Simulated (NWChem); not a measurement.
System: C2H3ClF2Si; SMILES C=C(Cl)[SiH](F)F

Input file for NWChem:

```
start job
memory heap 200 mb stack 900 mb global 1100 mb
geometry units angstroms noautoz
  C     -1.754147    -0.820647    -0.516544
  C     -0.496210    -0.672364    -0.094388
  Cl     0.571541    -2.034417     0.107501
  Si     0.266009     0.964147     0.346420
  F     -0.890466     2.081030     0.193611
  F      1.429700     1.337107    -0.703791
  H     -2.390025     0.062642    -0.624077
  H     -2.177022    -1.799254    -0.762759
  H      0.836662     1.016893     1.706845
end
basis spherical
  * library def2-svp
end
dft
  xc becke97-2
  iterations 150
  mulliken
end
task dft energy
```

Structure relaxed at the PBE0/def2-SVP level.

Problem. Predict the main results of this run. (B97-2/def2-SVP.) Quantities: energy (Ha); highest occupied level (eV); orbital gap (eV); dipole (D).

Solution. 
```json
{
 "energy (Ha)": "-1027.01",
 "highest occupied level (eV)": "-7.75",
 "orbital gap (eV)": "6.54",
 "dipole (D)": "1.68"
}
```
